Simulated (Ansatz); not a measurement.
`[SiH3][SiH]1CO[SiH2]1`, relaxed with RKS PBE0-D4/def2-TZVP in Ansatz from a PBE-D4/def2-SVP geometry. The force threshold is 0.005 eV/Å; the program also tests the step.

Charge 0, multiplicity 1.

Start:

```xyz
13

Si    0.191   -2.236   -0.389
Si   -0.714   -0.210    0.375
C     0.598    0.987    1.205
O     0.722    2.025    0.203
Si   -0.456    1.677   -0.993
H    -0.754   -2.928   -1.336
H     1.476   -1.938   -1.115
H     0.491   -3.168    0.756
H    -1.984   -0.417    1.161
H     0.237    1.410    2.170
H     1.590    0.522    1.394
H    -1.547    2.716   -1.065
H     0.151    1.559   -2.367
```

```tsv
step	energy (eV)	largest force (eV/Å)	largest move (Å)
1	-26835.8927	0.699	0.000
2	-26835.9439	0.453	0.028
3	-26835.9542	0.081	0.020
4	-26835.9548	0.020	0.011
5	-26835.9550	0.011	0.015
6	-26835.9551	0.007	0.012
7	-26835.9551	0.008	0.008
8	-26835.9551	0.009	0.005
9	-26835.9551	0.006	0.001
10	-26835.9551	0.002	0.003
```

End:

```xyz
13

Si    0.194   -2.242   -0.382
Si   -0.689   -0.211    0.354
C     0.586    0.980    1.193
O     0.682    2.030    0.209
Si   -0.447    1.680   -0.976
H    -0.763   -2.920   -1.298
H     1.461   -1.982   -1.116
H     0.484   -3.151    0.760
H    -1.947   -0.415    1.126
H     0.231    1.391    2.144
H     1.577    0.549    1.359
H    -1.539    2.691   -1.044
H     0.171    1.599   -2.327
```

Hardware: 4 threads of an Arm Neoverse V1 on a shared host. Wall time 47 s, peak host memory 0.69 GiB.
